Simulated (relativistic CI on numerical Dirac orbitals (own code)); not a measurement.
**Level scheme of Zr5+**

Computed by Dirac-Coulomb-Breit CI, orbitals from a KLI potential per configuration, model QED (radiative potential, 1s self-energy scaled to tabulated hydrogen-like ionisation energies), valence Slater integrals scaled by 0.9, configuration energies shifted to the measured levels that pair with them (semi-empirical) (own radial code, finite nucleus).

Configurations in the expansion (outside the closed core [Ar] 3d10): 4s2.4p5, 4s.4p6, 4s2.4p4.4d, 4s2.4p4.5s, 4s2.4p4.5p, 4s2.4p4.5d, 4s2.4p3.4d2, 4s.4p5.4d, 4s2.4p4.4f, 4s.4p5.4f, 4p5.4d2, 4s2.4p3.4f2, 4s2.4p4.6s, 4p6.4d, 4s2.4p4.6p, 4s.4p4.4d2, 4s2.4p4.5f, 4s.4p5.5s, 4s2.4p3.4d.4f, 4s2.4p4.6d, 4s2.4p4.5g, 4s2.4p4.6f, 4s.4p5.5p, 4s2.4p3.4d.5s, 4p5.4f2, 4s.4p5.5d, 4s.4p4.5s.5p, 4s.4p5.6s, 4s2.4p3.4d.5p, 4p6.4f. Levels of other configurations are missing.

The lowest level is 4s2.4p5 2P°_3/2, with 97 % of that term; Hund's rules for 4s2.4p5 give 2P° with J = 3/2, in agreement.

```
No.  Configuration  Term    J  E (cm⁻¹)   %  Lifetime (s)      jj configuration (%)
  1        4s2.4p5   2P°  3/2         0  97                            4p3/2^3 (97)
  2        4s2.4p5   2P°  1/2     15381  97      1.53e-02        4p1/2 4p3/2^4 (97)
  3         4s.4p6    2S  1/2    191565  75      3.68e-10                   4s (75)
  4     4s2.4p4.4d    4D  5/2    248667  87      4.97e-08        4p3/2^2 4d3/2 (52)
  5     4s2.4p4.4d    4D  7/2    249081  90                      4p3/2^2 4d5/2 (60)
  6     4s2.4p4.4d    4D  3/2    249691  83      1.38e-07        4p3/2^2 4d3/2 (69)
  7     4s2.4p4.4d    4D  1/2    251414  79      2.54e-07  4p1/2 4p3/2^3 4d3/2 (39)
  8     4s2.4p4.4d    4F  9/2    262071  89      3.25e-01        4p3/2^2 4d5/2 (89)
  9     4s2.4p4.4d    2P  1/2    265340  78      3.80e-08  4p1/2 4p3/2^3 4d3/2 (56)
 10     4s2.4p4.4d    4F  7/2    266387  64                      4p3/2^2 4d3/2 (68)
 11     4s2.4p4.4d    4P  1/2    270132  92      1.13e-09        4p3/2^2 4d3/2 (38)
 12     4s2.4p4.4d    4P  3/2    270545  45      4.02e-09        4p3/2^2 4d3/2 (44)
 13     4s2.4p4.4d    4F  5/2    271688  91      4.64e-09  4p1/2 4p3/2^3 4d3/2 (60)
 14     4s2.4p4.4d    4F  3/2    272560  47      1.06e-07  4p1/2 4p3/2^3 4d3/2 (66)
 15     4s2.4p4.4d    4F  3/2    273829  36      1.55e-09        4p3/2^2 4d5/2 (33)
 16     4s2.4p4.4d    2F  7/2    276447  56      2.21e-02  4p1/2 4p3/2^3 4d5/2 (60)
 17     4s2.4p4.4d    4P  5/2    277026  82      6.81e-09        4p3/2^2 4d5/2 (47)
 18     4s2.4p4.4d    2P  3/2    277994  36      1.55e-08  4p1/2 4p3/2^3 4d5/2 (88)
 19     4s2.4p4.4d    2D  5/2    281877  69      4.54e-09  4p1/2 4p3/2^3 4d5/2 (73)
 20     4s2.4p4.4d    2F  5/2    286606  79      1.42e-08  4p1/2 4p3/2^3 4d3/2 (40)
 21     4s2.4p4.4d    2G  7/2    287101  74      2.04e-02  4p1/2 4p3/2^3 4d3/2 (91)
 22     4s2.4p4.4d    2G  9/2    287782  89      1.69e-02  4p1/2 4p3/2^3 4d5/2 (89)
 23     4s2.4p4.4d    2F  5/2    298456  88      1.94e-09  4p1/2 4p3/2^3 4d5/2 (33)
 24     4s2.4p4.4d    2F  7/2    302260  94      9.28e-03  4p1/2 4p3/2^3 4d5/2 (85)
 25     4s2.4p4.4d    2D  3/2    320251  90      2.52e-10        4p3/2^2 4d3/2 (37)
 26     4s2.4p4.4d    2D  5/2    326329  87      1.63e-09        4p3/2^4 4d5/2 (58)
 27     4s2.4p4.4d    2S  1/2    337056  70      7.36e-12  4p1/2 4p3/2^3 4d3/2 (36)
 28     4s2.4p4.4d    2P  3/2    345471  84      8.04e-12  4p1/2 4p3/2^3 4d3/2 (50)
 29     4s2.4p4.4d    2D  5/2    348473  94      6.60e-12        4p3/2^2 4d5/2 (52)
 30     4s2.4p4.4d    2P  1/2    352416  92      8.39e-12  4p1/2 4p3/2^3 4d5/2 (66)
```

Energies count from the lowest computed level; ° marks odd parity; lifetimes are radiative, by E1, M1, E2 decay to levels of this space only; some are left blank where a channel outside the calculation adds to the decay or the decay crosses a small, uncertain gap. Filled j subshells are mostly left out of the jj labels.

The mean weight of the leading LS term, summed over parents, in these 30 levels is 78 %, and that of the leading jj configuration (from the same eigenvectors) 62 %, so LS coupling describes them better.

Configurations whose levels could be paired with our table of measured levels were shifted onto them, all but the ground configuration, by the median error of their levels; single terms can still be off by 1,000 to 2,000 cm⁻¹ or more, and rates follow the energies as ν³ (E1, M1) or ν⁵ (E2). The others borrow a shift and can be off by several thousand cm⁻¹ or more. 47 of the 69 excited levels that our extract of the measured tables holds in this range could be paired (the sources list more); they are missed by 914 cm⁻¹ on average and 5119 at most, after the shifts were fitted to these levels, and levels without a partner can miss by more.

LS names give the leading component of a level, which can be under half, so a name can repeat, a term be missing and a line seem to break the LS rules.
